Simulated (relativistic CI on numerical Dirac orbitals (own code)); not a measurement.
## Hyperfine structure of Sr¹⁴⁺, mass number 87

Computed by Dirac-Coulomb-Breit CI, orbitals from a KLI potential per configuration, model QED (radiative potential, 1s self-energy scaled to tabulated hydrogen-like ionisation energies), unscaled Slater integrals (own radial code, finite nucleus).

Configuration list (outside the closed core [Ne]): 3s²3p⁶3d⁶, 3s²3p⁵3d⁷, 3s²3p⁴3d⁸, 3s3p⁶3d⁷, 3p⁶3d⁸, 3s²3p⁶3d⁵4s, 3s²3p⁶3d⁵4p, 3s3p⁵3d⁸, 3s²3p⁶3d⁵4d, 3s²3p⁶3d⁴4s², 3s²3p⁶3d⁵4f, 3s²3p⁶3d⁴4s4p, 3s²3p⁶3d⁵5s, 3s²3p⁶3d⁴4p², 3s²3p⁶3d⁵5p, 3s²3p⁶3d⁵5d. Levels of other configurations are missing.

Nuclear spin I = 9/2, μ = -1.09316 μN, Q = 0.305 b (tables of Stone and Pyykkö). The electronic factors are computed for point nuclear moments, without core polarisation or the Bohr-Weisskopf and QED corrections.

```
        Level  E (cm⁻¹)  A (MHz)  B (MHz)
3s²3p⁶3d⁶ ⁵D4       0.0   -550.5     1750
3s²3p⁶3d⁶ ⁵D3    8272.9   -393.2      413
3s²3p⁶3d⁶ ⁵D2   11770.6   -387.8     -373
3s²3p⁶3d⁶ ⁵D1   14790.8   -353.7     -589
3s²3p⁶3d⁶ ³P2   55244.4   -384.7     -229
3s²3p⁶3d⁶ ³H6   63496.2   -901.5     -957
3s²3p⁶3d⁶ ³H5   64732.2   -863.5      201
3s²3p⁶3d⁶ ³F3   69137.9   -949.4      728
```

Levels with J = 0, under 50 % of one LS term, or S terms without an open s electron are left out. Small factors come from cancelling terms and can be off by tens of per cent or more.

At this charge energies of transitions that change n are usually good to better than 1 %, and those within a shell (Δn = 0) to a few per cent. Terms inside the open d or f shell come out 10 to 20 % too wide with unscaled integrals.

(1) Give the hyperfine levels of 3s²3p⁶3d⁶ ⁵D4 relative to its centre of gravity.

Answers

(1) With K = F(F + 1) − I(I + 1) − J(J + 1), E = AK/2 + B[¾K(K + 1) − I(I + 1)J(J + 1)]/[2I(2I − 1)J(2J − 1)]: F = 1/2: 12910, F = 3/2: 11920, F = 5/2: 10300, F = 7/2: 8081, F = 9/2: 5323, F = 11/2: 2095, F = 13/2: -1517, F = 15/2: -5411, F = 17/2: -9472 MHz.

LS names give the leading component of a level, which can be under half, so a name can repeat, a term be missing and a line seem to break the LS rules.
